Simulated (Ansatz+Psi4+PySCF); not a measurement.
Two shapes of singlet BeH2.

Shape 1:

```xyz
3

H    -0.0003    0.0040   -0.0020
Be   -0.0856    1.1940   -0.5796
H    -0.1709    2.3840   -1.1572
```

Shape 2:

```xyz
3

H    -0.0058   -0.0036   -0.0143
Be   -0.0047   -0.0131    1.3443
H    -0.0133   -0.0094    2.6439
```

Basis set: cc-pVTZ on H; cc-pCVTZ on Be (spherical functions). All electrons are correlated. Charge 0, multiplicity 1.

Computed with Ansatz (development build ahead of 0.2.0) and Psi4 1.11; each method stands on the lowest determinant of its kind that the runs found.

(1) Which shape is lower in energy, and by how much in each method?

## Answers

(1)

```tsv
method	E(2) − E(1) (eV)
RHF	0.014
RHF-MP2	0.014
```

Shape 1 is lower.
